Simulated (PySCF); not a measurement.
Level of theory: TPSSh-D3(BJ)/def2-TZVP // r2SCAN-D4/def2-SVP (PySCF). All species are isolated molecules in the gas phase. One relaxed conformer stands for a flexible species; it need not be the lowest. 

Reference species: [Ta(Cl)3(NH2)2] (neutral, multiplicity 1).

```
Item                                                             Value
------------------------------------------------------------  --------
charge on the central atom (Mulliken)                           1.29 e
LUMO                                                          -3.26 eV
coordination number                                                  5
mean distance from the central atom to its bonded neighbours   2.201 Å
```

After one change: the charge on the central atom (Mulliken) rises by 0.07 e; the LUMO increases by 0.45 eV; the coordination number hardly moves; the mean distance from the central atom to its bonded neighbours drops by 0.059 Å.

Question: Name the change that produced these shifts. The new species is one of these.
A. [Ta(Cl)5]
B. [Ta(NH2)5]
C. [Ta(Cl)2(NH2)3]
D. [Ta(Cl)(NH2)4]

Answer: C, [Ta(Cl)2(NH2)3]
